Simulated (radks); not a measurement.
Values are calculated unless marked as measured or tabulated.
Br4+, 31 electrons, occupied as [Ar] 3d10 4s2 4p0.5 5p0.5 (fractional occupations, a model configuration). Code: a radial shooting solver on a logarithmic mesh with Libxc functionals. Model: scalar-relativistic Kohn-Sham, LDA (Slater exchange, Perdew-Zunger correlation), spin-polarised, spherical densities, point nucleus; open shells are filled with parallel spins first.

Local quantities along the radius. ELF = 1/(1 + alpha^2) is the electron localisation function; alpha = (tau - tau_W)/tau_unif compares the Pauli kinetic energy density with that of the uniform gas (summed over spins). tau is taken from the large components.

| r (bohr) | ELF | alpha |
|---|---|---|
| 0.0022 | 1.000 | 0.01953 |
| 0.002935 | 1.000 | 0.02034 |
| 0.003883 | 1.000 | 0.02183 |
| 0.005179 | 0.999 | 0.02439 |
| 0.006908 | 0.999 | 0.02860 |
| 0.00914 | 0.999 | 0.03541 |
| 0.01219 | 0.998 | 0.04764 |
| 0.01613 | 0.995 | 0.07000 |
| 0.02151 | 0.986 | 0.1178 |
| 0.02846 | 0.952 | 0.2255 |
| 0.03796 | 0.799 | 0.5023 |
| 0.05023 | 0.462 | 1.079 |
| 0.067 | 0.295 | 1.545 |
| 0.08936 | 0.467 | 1.068 |
| 0.1182 | 0.730 | 0.6081 |
| 0.1577 | 0.776 | 0.5371 |
| 0.2086 | 0.507 | 0.9858 |
| 0.2783 | 0.251 | 1.729 |
| 0.3682 | 0.525 | 0.9504 |
| 0.4911 | 0.766 | 0.5527 |
| 0.6498 | 0.724 | 0.6175 |
| 0.8667 | 0.410 | 1.200 |
| 1.156 | 0.208 | 1.954 |
| 1.529 | 0.462 | 1.079 |
| 2.04 | 0.309 | 1.497 |
| 2.699 | 0.019 | 7.167 |
| 3.6 | 0.168 | 2.225 |
| 4.763 | 0.178 | 2.146 |
| 6.353 | 0.018 | 7.334 |
| 8.405 | 0.000 | 70.52 |

On this mesh the ELF has minima near r = 0.067, 0.28, 1.2, 2.7 bohr, which separate the shells, and maxima near 0.14 (0.78), 0.57 (0.77), 1.8 (0.56), 4.2 (0.24).
